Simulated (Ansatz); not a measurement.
`[OH][GeH]([F])[GeH3]` + NH₃ → `[NH2][GeH]([OH])[F]` + GeH₄ at 500 K and 1 bar (cleavage of the Ge–Ge bond).

Gas-phase electronic energies from Ansatz, PBE0-D4/def2-TZVP geometries. CCSD(T)/CBS is the MP2 limit (def2-TZVPP, def2-QZVPP) plus CCSD(T) − MP2 in def2-TZVPP, frozen cores. This one scheme is used for every species. For Ge outer-core shells are correlated without core-valence functions, which leaves a few kJ/mol of doubt a bond. Scalar relativity is left out up to krypton. One conformer a species, not always the lowest.

```
               species  CCSD(T)/CBS energy (Eh)  H − E (kJ/mol)  S (J/(mol·K))
`[OH][GeH]([F])[GeH3]`              -4330.26117           173.5          437.0
                   NH₃                -56.50880           108.2          211.8
 `[NH2][GeH]([OH])[F]`              -2308.27492           173.0          384.2
                  GeH₄              -2078.49493            99.4          244.6
```

H − E and S are ideal-gas, rigid-rotor, harmonic terms from PBE0-D4/def2-TZVP, for one conformer and one mirror image of each species. 1 Eh = 2625.50 kJ/mol, R = 8.31446 J/(mol·K).

Question: By hand: ΔE, ΔH, ΔS and ΔG.

Answer: ΔE = (-2308.27492) + (-2078.49493) − (-4330.26117) − (-56.50880) = 0.00012 Eh = 0.3 kJ/mol. Δ(H − E) = 173.0 + 99.4 − 173.5 − 108.2 = -9.3, so ΔH = -9.0 kJ/mol. ΔS = 384.2 + 244.6 − 437.0 − 211.8 = -20.0 J/(mol·K). ΔG = -9.0 − 500 × (-20.0)/1000 = 1.0 kJ/mol.

Question: By hand: the equilibrium constant, and the temperature at which ΔG would vanish if ΔH and ΔS stayed fixed.

Answer: log₁₀ K = −ΔG/(RT ln 10) = -0.1. ΔG = 0 at ΔH/ΔS = 450 K, though so small a ΔH makes that figure unsure.

TΔS isn't small against ΔH here. The sign of ΔG lies within the doubt. A doubt of 5 kJ/mol in ΔE shifts log₁₀ K by 0.5 here. Other conformers and mirror images would add mixing entropy, several J/(mol·K) or more a flexible species. These are equilibria of isolated gas molecules and say nothing of rates. Largest T1 diagnostic: 0.012 (customary marks: 0.02 for closed shells, 0.045 for open ones).
